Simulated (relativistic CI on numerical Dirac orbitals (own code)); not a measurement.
# Crystal-field levels of Cr⁴⁺, 3d2

Calculated by Dirac-Coulomb-Breit CI, KLI orbitals optimised for each configuration, a model potential for QED, valence Slater integrals scaled by 0.85, one configuration in a parametric crystal field (own radial code).

Field parameters in Wybourne normalisation: Oh B⁴₀ = 21Dq, B⁴₄ = √(5/14) B⁴₀. The field is a parameter set, without covalency.

S is read from ⟨S²⟩ = S(S + 1).

Site symmetry Oh; labels are those of the double group. Computed levels in cm⁻¹ above the lowest, in rising order:

| Δ (size of 10Dq) | Lowest | No. 2 | No. 3 | No. 4 | No. 5 | No. 6 | No. 7 | No. 8 |
| --- | --- | --- | --- | --- | --- | --- | --- | --- |
| 5000 | E | 44 T2 | 501 T1 | 745 A1 | 4354 A2 | 4395 T2 | 4602 T1 | 4632 E |
| 9000 | E | 26 T2 | 472 T1 | 700 A1 | 7901 A2 | 7943 T2 | 8140 T1 | 8154 E |
| 13000 | E | 18 T2 | 453 T1 | 671 A1 | 11581 A2 | 11603 T2 | 11816 T1 | 11824 E |
| 17000 | E | 14 T2 | 439 T1 | 649 A1 | 14955 T2 | 15343 A2 | 15572 E | 15575 T1 |
| 21000 | E | 11 T2 | 427 T1 | 631 A1 | 15237 T2 | 15603 E | 19159 A2 | 19267 T2 |
| 25000 | E | 10 T2 | 417 T1 | 616 A1 | 15217 T2 | 15512 E | 23013 A2 | 23102 T2 |
| 29000 | E | 8 T2 | 409 T1 | 603 A1 | 15182 T2 | 15433 E | 26895 A2 | 26977 T2 |
| 33000 | E | 8 T2 | 402 T1 | 592 A1 | 15147 T2 | 15365 E | 30798 A2 | 30877 T2 |
| 37000 | E | 7 T2 | 396 T1 | 583 A1 | 15113 T2 | 15306 E | 33954 A1 | 34716 A2 |
| 41000 | E | 6 T2 | 391 T1 | 575 A1 | 15081 T2 | 15255 E | 34199 A1 | 38647 A2 |

Ground-state S against |10Dq| in cm⁻¹: 5000: 1.00, 9000: 1.00, 13000: 1.00, 17000: 1.00, 21000: 1.00, 25000: 1.00, 29000: 1.00, 33000: 1.00, 37000: 1.00, 41000: 1.00.

No abrupt spin change occurs in this range.
